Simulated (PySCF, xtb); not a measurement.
C5H10O, SMILES CCOC1CC1. Other conformers were not sampled.

Harmonic wavenumbers (cm⁻¹) from GFN2-xTB (xtb) at its own minimum, in rising order: 68, 95, 174, 203, 349, 406, 472, 793, 835, 840, 868, 939, 982, 1024, 1061, 1079, 1084, 1095, 1133, 1152, 1152, 1177, 1251, 1265, 1337, 1361, 1400, 1420, 1473, 1475, 1494, 1497, 2837, 2875, 2937, 3046, 3051, 3055, 3090, 3094, 3104, 3123.

Question: What does PySCF with r2SCAN-D4/def2-SVP give at its own minimum? (An estimate is asked for; the answer gives what the named calculation found.)

Answer: 81, 114, 187, 263, 366, 428, 482, 757, 806, 818, 827, 909, 978, 995, 1032, 1049, 1088, 1111, 1149, 1176, 1178, 1210, 1244, 1287, 1353, 1377, 1413, 1421, 1452, 1475, 1485, 1508, 2957, 3000, 3043, 3071, 3125, 3134, 3145, 3148, 3226, 3239. Paired by order, the mean absolute difference is 36 cm⁻¹ and the zero-point energies are 87.4 and 88.8 kcal/mol.
